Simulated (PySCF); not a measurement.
**Telling isomers of C₄H₇ClO₂Si apart by NMR**

[PySCF 2.14.0 with density-fitted response routines: coordinates at the GFN2-xTB level; PBE0/pcSseg-1 with gauge-including orbitals; equivalent nuclei averaged; gas phase; one conformer; relativity neglected]

Chemical shifts δ = σref − σ; ¹H (σref 31.72) and ¹³C (σref 186.93) vs TMS, all at this level. Where no couplings were computed, multiplicities follow the n + 1 count of equivalent neighbours, and m marks all less simple cases (inequivalent or close neighbours, rings, F or P nearby). Shifts are as computed. Against solution values, carbons near 30 ppm lie about +3 ppm off and those near 130 ppm about +5 ppm; carbons on Cl a further +6 ppm. Of 1309 compounds with measured shifts, 239 miss one by over three times the rms of a fit or turn the order of signals round; such compounds aren't used in these exercises. Carbons bonded to Cl come out too deshielded.

(1) Tabulate the signals of `O=CCC(=O)[SiH2]CCl`, `CO[SiH2]CC(Cl)=C=O`, `CO[C@@H]1C=C(Cl)[SiH2]O1` and their relative energies.

(2) What is the quickest way to tell O=CCC(=O)[SiH2]CCl from CO[SiH2]CC(Cl)=C=O?

(3) What is the quickest way to tell CO[SiH2]CC(Cl)=C=O from CO[C@@H]1C=C(Cl)[SiH2]O1?

(4) What is the quickest way to tell O=CCC(=O)[SiH2]CCl from CO[C@@H]1C=C(Cl)[SiH2]O1?

## Answers

(1) 
```json
{"SMILES": "O=CCC(=O)[SiH2]CCl", "carbon types": "1×C 1×CH 2×CH2", "δC": "240.7, 212.1, 69.1, 31.3", "δH": "10.31 (t, 1H), 4.71 (t, 2H), 3.87 (d, 2H), 2.90 (t, 2H)", "E rel. (kcal/mol)": "16.7"}
{"SMILES": "CO[SiH2]CC(Cl)=C=O", "carbon types": "2×C 1×CH2 1×CH3", "δC": "224.2, 62.4, 54.3, 16.7", "δH": "5.03 (t, 2H), 3.81 (s, 3H), 2.00 (t, 2H)", "E rel. (kcal/mol)": "12.5"}
{"SMILES": "CO[C@@H]1C=C(Cl)[SiH2]O1", "carbon types": "1×C 2×CH 1×CH3", "δC": "152.9, 148.4, 109.8, 57.7", "δH": "6.81 (d, 1H), 5.78 (m, 1H), 5.30 (m, 1H), 5.14 (m, 1H), 3.71 (s, 3H)", "E rel. (kcal/mol)": "0.0"}
```

Energies are electronic energies at PBE0/pcSseg-1 on these geometries, without zero-point or thermal terms, each for the one conformer computed, which needn't be the lowest.

(2) Both give the same number of carbon signals, but DEPT or the intensities differ. The first has an aldehyde carbonyl carbon (CH) at 212.1 ppm, the second a terminal carbon of a ketene (C) at 62.4 ppm. Their most deshielded carbons lie at 240.7 and 224.2 ppm. In the proton spectra the most deshielded non-exchanging signals are 10.31 (t, 1H) and 5.03 (t, 2H).

(3) Both give the same number of carbon signals, but DEPT or the intensities differ. The first has a central carbon of a ketene (C) at 224.2 ppm, the second an alkene CH at 152.9 ppm. In the proton spectra the most deshielded non-exchanging signals are 5.03 (t, 2H) and 6.81 (d, 1H).

(4) Both give the same number of carbon signals, but DEPT or the intensities differ. The first has a carbonyl carbon (C) at 240.7 ppm, the second a fully substituted alkene carbon (C) at 148.4 ppm. Their most deshielded carbons lie at 240.7 and 152.9 ppm. In the proton spectra the most deshielded non-exchanging signals are 10.31 (t, 1H) and 6.81 (d, 1H).
